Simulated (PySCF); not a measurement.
Gas-phase reaction: 2 InCl₃ + 3 Br₂ ⇌ 2 InBr₃ + 3 Cl₂

Method: PySCF energies plus ideal-gas RRHO corrections (1 bar). † marks an energy on the PBE0/def2-TZVP geometry and frequencies; other levels use their own. MP2 freezes the core. All species are closed-shell singlets. B3LYP is the form with VWN-RPA correlation. In: scalar-relativistic def2 core potential, no spin-orbit coupling. Br: all electrons, no relativistic terms. MP2 isn't extrapolated to the basis-set limit.

MP2/def2-TZVPP† gives ΔH°(298 K) = 120 kJ.

Q: What do PBE/def2-SVP, LDA/def2-TZVP†, B3LYP/def2-TZVP† give?

A: PBE/def2-SVP: 163 kJ; LDA/def2-TZVP†: 103 kJ; B3LYP/def2-TZVP†: 129 kJ. For scale, ΔH°(298 K) is 120 kJ at this level, 124 kJ at ωB97M-V/def2-TZVP†, and runs from 103 to 166 kJ over the 18 levels computed.
